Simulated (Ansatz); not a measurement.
Program: Ansatz 0.2.0.

Basis-set series for `CO[SiH](C)F`. The species carries charge 0 and has multiplicity 1. All single points use the PBE0-D4/def2-TZVP geometry. It is one conformer, not always the lowest.

```tsv
functional	basis	functions	energy (Eh)	HOMO (eV)	LUMO (eV)
PBE0-D4	def2-SVP	109	-544.41005	-8.40	1.89
PBE0-D4	def2-TZVPP	264	-544.82981	-8.52	1.20
ωB97M-V	def2-SVP	109	-544.67663	-10.76	3.63
ωB97M-V	def2-TZVPP	264	-545.10699	-10.90	2.66
```

(1) Give the rows for def2-QZVPP. (Best estimate.)

Answers

(1) The calculation gave: 
```csv
functional,basis,functions,energy (Eh),HOMO (eV),LUMO (eV)
PBE0-D4,def2-QZVPP,508,-544.85500,-8.55,0.81
ωB97M-V,def2-QZVPP,508,-545.13077,-10.93,1.89
```

Positive LUMOs are unbound and depend on the basis.
